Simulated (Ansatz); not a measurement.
Mulliken charges of CH₅AlFNS (`[NH2][Al]([SH])[CH2]F`) from r2SCAN/def2-TZVPP in Ansatz (PBE0-D4/def2-TZVP geometry).

```json
{"atom": "N1", "x (Å)": "-0.792", "y (Å)": "-0.961", "z (Å)": "-1.156", "charge (e)": "-0.462"}
{"atom": "Al2", "x (Å)": "0.174", "y (Å)": "-0.321", "z (Å)": "0.167", "charge (e)": "0.554"}
{"atom": "S3", "x (Å)": "1.350", "y (Å)": "-1.611", "z (Å)": "1.490", "charge (e)": "-0.299"}
{"atom": "C4", "x (Å)": "0.198", "y (Å)": "1.632", "z (Å)": "0.472", "charge (e)": "-0.064"}
{"atom": "F5", "x (Å)": "-0.612", "y (Å)": "2.252", "z (Å)": "-0.492", "charge (e)": "-0.259"}
{"atom": "H6", "x (Å)": "-1.331", "y (Å)": "-0.363", "z (Å)": "-1.762", "charge (e)": "0.163"}
{"atom": "H7", "x (Å)": "-0.897", "y (Å)": "-1.925", "z (Å)": "-1.425", "charge (e)": "0.140"}
{"atom": "H8", "x (Å)": "0.977", "y (Å)": "-2.738", "z (Å)": "0.860", "charge (e)": "0.102"}
{"atom": "H9", "x (Å)": "-0.185", "y (Å)": "1.917", "z (Å)": "1.459", "charge (e)": "0.063"}
{"atom": "H10", "x (Å)": "1.201", "y (Å)": "2.068", "z (Å)": "0.392", "charge (e)": "0.063"}
```

By hand: the dipole of these point charges (1 e Å = 4.8032 D).

Σ q r = (0.026, -0.297, -0.004) e Å, of length 0.298 e Å = 1.43 D.

How does the dipole of the full density compare? (Best estimate.)

The calculation gave: (-0.079, -0.239, -0.132) e Å, 1.37 D; the point charges give 1.04 times that, at 35° from its direction.

Point charges leave out the atoms' own dipoles, such as those of lone pairs, and Mulliken's split depends on the basis, so the two needn't agree.
